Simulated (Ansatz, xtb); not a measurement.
**Two isomers of C4H6Cl2S**

We compare I, `CCC(=S)C(Cl)Cl`, a singlet, with II, `S=C(CCl)CCCl`, a singlet. Both are isolated molecules in the gas phase, relaxed with B3LYP-D3(BJ)/def2-SVP; each stands in its lowest conformer found.

I (Å):

```xyz
13

C     1.8437    1.1137   -2.2379
C     0.3993    0.7205   -2.5785
C    -0.5457    0.9362   -1.4211
C    -1.6254    1.9790   -1.5919
Cl   -2.7351    1.4921   -2.9243
Cl   -0.8759    3.5857   -1.9239
S    -0.4535    0.1351   -0.0053
H     2.2035    0.5391   -1.3718
H     2.5057    0.9127   -3.0936
H     1.9047    2.1850   -1.9950
H     0.3638   -0.3499   -2.8392
H     0.0454    1.2838   -3.4542
H    -2.2282    2.0817   -0.6858
```

II (Å):

```yaml
atoms:
  - { symbol: C, position_ang: [1.0600, 0.2006, -1.4301] }
  - { symbol: C, position_ang: [2.4553, 0.0464, -1.9771] }
  - { symbol: C, position_ang: [0.5096, -0.9223, -0.5820] }
  - { symbol: C, position_ang: [0.7883, -2.3268, -1.1030] }
  - { symbol: Cl, position_ang: [3.6537, -0.4506, -0.7033] }
  - { symbol: Cl, position_ang: [0.1619, -2.5553, -2.7861] }
  - { symbol: S, position_ang: [0.1889, 1.5266, -1.7952] }
  - { symbol: H, position_ang: [2.4608, -0.7446, -2.7428] }
  - { symbol: H, position_ang: [2.8075, 0.9863, -2.4135] }
  - { symbol: H, position_ang: [0.9882, -0.8476, 0.4127] }
  - { symbol: H, position_ang: [-0.5681, -0.7616, -0.4465] }
  - { symbol: H, position_ang: [1.8622, -2.5477, -1.1279] }
  - { symbol: H, position_ang: [0.2895, -3.0748, -0.4736] }
```

Problem. Estimate which is lower in electronic energy at CCSD(T)/def2-SVP + ΔMP2/def2-TZVPP, and by roughly how much.

Solution. The CCSD(T)/def2-SVP + ΔMP2/def2-TZVPP calculation puts structure II lower, by 0.099 eV.

How the difference moves with the method:

```tsv
level	geometry	E(II) − E(I) (eV)	departure from the last row (eV)	job, with rough time for the two
GFN2-xTB	GFN2-xTB	+0.009	+0.108	optimisation, 0.24 s
HF/STO-3G	GFN2-xTB	−0.195	−0.096	single point, 0.5 s
r2SCAN-D4/def2-SVP	GFN2-xTB	−0.070	+0.030	single point, 4.5 s
B3LYP-D3(BJ)/def2-SVP	B3LYP-D3(BJ)/def2-SVP	−0.087	+0.012	optimisation, 45 s
HF/def2-SVP	B3LYP-D3(BJ)/def2-SVP	−0.227	−0.128	part of the CCSD(T) run
MP2/def2-SVP	B3LYP-D3(BJ)/def2-SVP	−0.029	+0.070	part of the CCSD(T) run
CCSD(T)/def2-SVP	B3LYP-D3(BJ)/def2-SVP	−0.065	+0.034	single point
CCSD(T)/def2-SVP + ΔMP2/def2-TZVPP	B3LYP-D3(BJ)/def2-SVP	−0.099		single point, 72 s
```

As drawn, both hold the same kinds of bond in the same numbers. Structure I has 1 methyl group, II 0.

GFN2-xTB finds them nearly level. The largest departure from CCSD(T)/def2-SVP + ΔMP2/def2-TZVPP is that of HF/def2-SVP, 0.128 eV. The last row adds to CCSD(T) the change of the MP2 difference between the two basis sets, here −0.034 eV.

With thermal terms from frequencies at re-optimised GFN2-xTB minima (ideal gas, soft modes damped towards free rotors, one conformer each, 298.15 K, 1 atm): on the last row, ΔE + ΔZPE = −0.097, ΔH = −0.108, ΔG = −0.094 eV.

The correlated steps freeze 19 core orbitals. Run with Ansatz 0.2.0, xtb 6.7.1; the last row on 4 threads of Arm Neoverse V1 on a shared host.
